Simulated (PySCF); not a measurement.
Species: `C=C/C(=C/C=C\Cl)N(C)C`. The columns A, B, C and D hold Mulliken, IAO, Hirshfeld and ESP-fitted charges (e) of one PBE0/pcSseg-1 density (PySCF), in a shuffled order. Coordinates in Å (GFN2-xTB); the density's dipole moment is (-2.27, -2.27, -1.12) D.

```
atom       x       y       z       A       B       C       D
  C1  -2.293   1.785  -0.241  -0.093  -0.112  -0.367  -0.311
  C2  -1.214   1.545   0.496  -0.046  -0.215  -0.160  -0.149
  C3  -0.230   0.489   0.243  +0.054  +0.246  -0.086  +0.105
  C4   1.051   0.732   0.640  -0.097  -0.133  -0.156  -0.238
  C5   2.175  -0.149   0.630  -0.068  -0.118  -0.095  -0.159
  C6   3.425   0.196   0.962  -0.051  -0.104  -0.290  -0.202
 Cl7   3.892   1.802   1.381  -0.036  -0.114  -0.062  -0.037
  N8  -0.668  -0.610  -0.463  -0.045  -0.728  +0.263  -0.182
  C9   0.183  -1.375  -1.333  -0.063  -0.080  -0.486  -0.302
 C10  -1.896  -1.281  -0.121  -0.066  -0.078  -0.335  -0.304
 H11  -2.543   1.188  -1.102  +0.043  +0.120  +0.151  +0.149
 H12  -2.956   2.602  -0.017  +0.049  +0.119  +0.172  +0.156
 H13  -0.982   2.197   1.327  +0.050  +0.104  +0.159  +0.153
 H14   1.254   1.719   1.031  +0.024  +0.115  +0.144  +0.153
 H15   2.021  -1.192   0.402  +0.048  +0.111  +0.135  +0.155
 H16   4.243  -0.504   0.997  +0.049  +0.137  +0.206  +0.167
 H17   1.025  -0.768  -1.656  +0.048  +0.148  +0.180  +0.162
 H18   0.554  -2.296  -0.868  +0.036  +0.104  +0.143  +0.119
 H19  -0.398  -1.662  -2.215  +0.044  +0.119  +0.135  +0.141
 H20  -2.502  -1.453  -1.015  +0.040  +0.108  +0.104  +0.133
 H21  -1.682  -2.257   0.335  +0.038  +0.109  +0.100  +0.129
 H22  -2.469  -0.689   0.587  +0.043  +0.140  +0.144  +0.162
```

Question: Which column most likely holds the ESP-fitted charges?

Answer: C. Σ q r misses the density's dipole by 0.06 D (C), 0.42 D (D), 0.50 D (B), 1.17 D (A). Charges fitted to the outside potential are the only set here that is tied to the molecule's multipoles.

Question: And the Hirshfeld charges?

Answer: A. The mean sizes are 0.051 e (A), 0.153 e (B), 0.171 e (D), 0.185 e (C), and Hirshfeld charges are commonly the smallest of these schemes.

As computed, A = Hirshfeld, B = Mulliken, C = ESP-fitted, D = IAO. Hydrogens on carbon: Hirshfeld +0.02 to +0.05, Mulliken +0.10 to +0.15, ESP-fitted +0.10 to +0.21, IAO +0.12 to +0.17 e.

The Mulliken scheme counts on each atom the diagonal of the density matrix times the overlap matrix over that atom's basis functions. The Hirshfeld scheme divides the density at each point in proportion to the densities of the neutral, spherically averaged free atoms.

Isolated species at its GFN2-xTB geometry (one conformer only).

Shape of the structure used: `[CH2:1]=[CH:2]/[C:3](=[CH:4]/[CH:5]=[CH:6]\[Cl:7])[N:8]([CH3:9])[CH3:10]`: C1–C2–C3–C4 150°, C3–C4–C5–C6 176°, C2–C3–N8–C9 149°.
